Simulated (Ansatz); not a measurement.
Species: C₂H₃BO, SMILES `B1[C@@H]2O[C@H]12` (charge 0, multiplicity 1).

Give a relaxed geometry from PBE-D3(BJ)/def2-TZVP (Ansatz, an electronic-structure program).

the end point of this relaxation (outside a Z-matrix the atoms follow the SMILES, hydrogens last).
Bonded distances (Å): B1–C2 1.499, B1–C4 1.499, B1–H5 1.187, C2–O3 1.431, C2–C4 1.608, C2–H6 1.094, O3–C4 1.431, C4–H7 1.094. Angles (°): C2–B1–C4 64.9, C2–B1–H5 139.9, C4–B1–H5 139.9, B1–C2–O3 104.5, B1–C2–C4 57.5, B1–C2–H6 133.5, O3–C2–C4 55.8, O3–C2–H6 114.7, C4–C2–H6 129.3, C2–O3–C4 68.4, B1–C4–C2 57.5, B1–C4–O3 104.5, B1–C4–H7 133.5, C2–C4–O3 55.8, C2–C4–H7 129.3, O3–C4–H7 114.7.
